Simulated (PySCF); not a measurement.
Species: C5H11N3Si.
Z-matrix (Å and degrees, PBE0-D3(BJ)/def2-SVP geometry), rows numbered from 1:
```
C 
C   1  1.4868
N   2  1.3187  1  125.53
C   3  1.3550  2  103.33  1   179.84
N   4  1.3147  3  114.71  2     0.10
N   5  1.3557  4  103.21  3    -0.02
Si  6  1.7991  2  135.13  1    -0.62
C   7  1.8634  6  107.25  2   122.17
C   7  1.8637  6  107.44  2  -115.56
H   1  1.0964  2  108.27  3     0.13
H   1  1.1006  2  111.76  3  -119.54
H   1  1.1006  2  111.74  3   119.82
H   4  1.0901  3  123.42  2  -179.99
H   7  1.4930  6  104.32  2     3.22
H   8  1.1007  7  109.02  6    55.95
H   8  1.1008  7  111.56  6   176.11
H   8  1.1005  7  110.83  6   -62.94
H   9  1.1007  7  109.25  6   -57.53
H   9  1.1004  7  110.94  6    61.63
H   9  1.1010  7  111.38  6  -177.53
```

Computed at PBE0/pcSseg-1 (PySCF, non-relativistic), with Q(14N) = 0.02044 b: N3, 14N (I = 1): χzz = -4.290 MHz, η = 0.030; N5, 14N (I = 1): χzz = -4.762 MHz, η = 0.658; N6, 14N (I = 1): χzz = 2.746 MHz, η = 0.733.

**Question.** Find the zero-field quadrupole resonance frequencies of 14N at N3.

**Answer.** From ν± = (3/4)|χ|(1 ± η/3) and ν0 = |χ|η/2: ν+ 3.250 MHz, ν− 3.185 MHz, ν0 0.064 MHz (pyridine-type nitrogen).

**Question.** Find the zero-field quadrupole resonance frequencies of 14N at N5.

**Answer.** From ν± = (3/4)|χ|(1 ± η/3) and ν0 = |χ|η/2: ν+ 4.355 MHz, ν− 2.788 MHz, ν0 1.567 MHz (pyridine-type nitrogen).

**Question.** Where would the pure quadrupole (NQR) lines of 14N at N6 fall for the rigid, isolated species?

**Answer.** From ν± = (3/4)|χ|(1 ± η/3) and ν0 = |χ|η/2: ν+ 2.562 MHz, ν− 1.557 MHz, ν0 1.006 MHz (pyrrole-type nitrogen).

In a crystal, neighbours and librations shift these lines. With so small a basis the couplings can be 20 % off.

One conformer stands for the species.
